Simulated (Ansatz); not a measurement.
Reaction (cleavage of the B–Si bond): `OB[Si](F)(F)Cl` + HCl → `OBCl` + `F[SiH](F)Cl`

Program: Ansatz. Geometries: PBE0-D4/def2-TZVP. ΔE: electronic, gas phase. CBS: MP2 limit from def2 TZ/QZ plus the TZ coupled-cluster correction, frozen cores. This one scheme is used for every species. Functionals use def2-TZVPP. Each species was taken in one conformer, which may not be the lowest.

```
       level  ΔE (kJ/mol)
    PBE-QIDH       -125.2
      revPBE       -114.2
        PBE0       -118.9
HF/CBS(def2)       -133.4
```

(1) What does CCSD(T)/CBS give? (An estimate is asked.)

Largest T1 diagnostic among the species: 0.013.

Answers

(1) The calculation gave: -120.7 kJ/mol. The listed levels differ from it by -4.5, 6.5, 1.8, -12.7 kJ/mol.

From BLYP to BHLYP (50 % exact exchange), in def2-TZVPP and without D4, ΔE moves by −8.4 kJ/mol. In def2-TZVPP, CCSD(T) changes the Hartree–Fock value by +12.4 kJ/mol (the triples alone add +0.2 kJ/mol) and MP2 by +3.2 kJ/mol.
